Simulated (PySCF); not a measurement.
Telling settings apart by their effects on PBE0/6-31G results

Settings: PySCF, density fitting, no solvent, no relativity; the PBE0-D3(BJ)/def2-SVP geometry of a molecule is the same in every run. Shieldings use GIAOs. All basis functions are spherical. Starting from PBE0/6-31G, one thing was changed at a time: the basis to 6-31G*, the basis to def2-SVP, the basis to STO-3G.

Changes against PBE0/6-31G in 5 molecules:

| molecule | changed to | HOMO energy (eV) | mean 13C shielding (ppm) | mean 1H shielding (ppm) |
| --- | --- | --- | --- | --- |
| C=C(F)OBC | 6-31G* | +0.21 | -1.0 | -0.16 |
| C=C(F)OBC | def2-SVP | -0.04 | -3.4 | -0.78 |
| C=C(F)OBC | STO-3G | +2.45 | +44.9 | +0.30 |
| FC1=C([Si@@H](F)P)C1 | 6-31G* | +0.22 | -3.2 | -0.52 |
| FC1=C([Si@@H](F)P)C1 | def2-SVP | +0.06 | -5.8 | -0.88 |
| FC1=C([Si@@H](F)P)C1 | STO-3G | +3.18 | +50.6 | +1.93 |
| B/C(F)=C/OC | 6-31G* | +0.12 | -1.8 | -0.23 |
| B/C(F)=C/OC | def2-SVP | -0.10 | -5.4 | -0.69 |
| B/C(F)=C/OC | STO-3G | +3.12 | +56.4 | +0.96 |
| F[C@H]1C[SiH2][SiH2]1 | 6-31G* | +0.19 | -4.6 | -0.78 |
| F[C@H]1C[SiH2][SiH2]1 | def2-SVP | +0.05 | -4.8 | -1.20 |
| F[C@H]1C[SiH2][SiH2]1 | STO-3G | +3.60 | +44.9 | +1.87 |
| F[C@@H]1C[Si@H]1[SiH3] | 6-31G* | +0.18 | -5.5 | -0.88 |
| F[C@@H]1C[Si@H]1[SiH3] | def2-SVP | 0.00 | -5.5 | -1.30 |
| F[C@@H]1C[Si@H]1[SiH3] | STO-3G | +3.24 | +40.5 | +1.53 |

For `C=C[Si@H](F)[SiH3]` the PBE0/6-31G run gave HOMO energy -8.16 eV, mean 13C shielding 65.4 ppm, mean 1H shielding 27.54 ppm. The changed runs lost their labels:

| run | HOMO energy (eV) | mean 13C shielding (ppm) | mean 1H shielding (ppm) |
| --- | --- | --- | --- |
| A | -7.98 | 62.3 | 26.83 |
| B | -4.67 | 120.3 | 29.06 |
| C | -8.12 | 57.2 | 26.30 |

Problem. Which run belongs to which change?

Solution. A: 6-31G*; B: STO-3G; C: def2-SVP.

```tsv
run	change of HOMO energy (eV), here / mean of the others	change of mean 13C shielding (ppm), here / mean of the others	change of mean 1H shielding (ppm), here / mean of the others	next best match
A	+0.18 / +0.18	-3.1 / -3.2	-0.71 / -0.51	def2-SVP
B	+3.49 / +3.12	+54.9 / +47.5	+1.52 / +1.32	6-31G*
C	+0.04 / -0.01	-8.2 / -5.0	-1.24 / -0.97	6-31G*
```

Each run is given to the change whose mean effect on the other molecules lies nearest, every quantity measured in units of its scatter between molecules.

Problem. Would one quantity have been enough? Give each run to the change with the nearest mean effect on that quantity alone.

Solution. HOMO energy: 3 of 3 runs rightly; mean 13C shielding: 3 of 3 runs rightly; mean 1H shielding: 3 of 3 runs rightly.

Only sets that this rule tells apart clearly are shown.
